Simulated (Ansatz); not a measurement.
`CC(C)(C)N[Si](Cl)(Cl)Cl` and `CC(C)N[Si](Cl)(Cl)Cl` differ in one atom or group.

Ansatz, PBE0-D4/def2-TZVP geometries, multiplicity 1. Each molecule was computed in one conformer, which needn't be the lowest.

| property | `CC(C)(C)N[Si](Cl)(Cl)Cl` |
| --- | --- |
| LUMO energy (ωB97M-V/def2-TZVPP) / eV | 2.02 |
| size of the dipole moment (B3LYP/def2-TZVPP) / D | 2.85 |
| HOMO–LUMO gap (PBE/def2-TZVPP) / eV | 5.48 |
| HOMO energy (PBE/def2-TZVPP) / eV | -6.15 |
| size of the dipole moment (PBE/def2-TZVPP) / D | 2.81 |
| HOMO energy (ωB97M-V/def2-TZVPP) / eV | -9.84 |

Give the same properties after the change, and the shifts. (An estimate is asked.)

Ansatz gave: 
| property | `CC(C)N[Si](Cl)(Cl)Cl` | shift |
| --- | --- | --- |
| LUMO energy (ωB97M-V/def2-TZVPP) / eV | 2.10 | 0.08 |
| size of the dipole moment (B3LYP/def2-TZVPP) / D | 2.72 | -0.13 |
| HOMO–LUMO gap (PBE/def2-TZVPP) / eV | 5.45 | -0.03 |
| HOMO energy (PBE/def2-TZVPP) / eV | -6.15 | 0.00 |
| size of the dipole moment (PBE/def2-TZVPP) / D | 2.70 | -0.11 |
| HOMO energy (ωB97M-V/def2-TZVPP) / eV | -9.85 | -0.01 |

Dipoles are sizes alone; their direction can turn.

Positive LUMOs are unbound, so they and the gaps depend on the basis.

B3LYP here is the variant with VWN-RPA as its local correlation; programs differ in this.
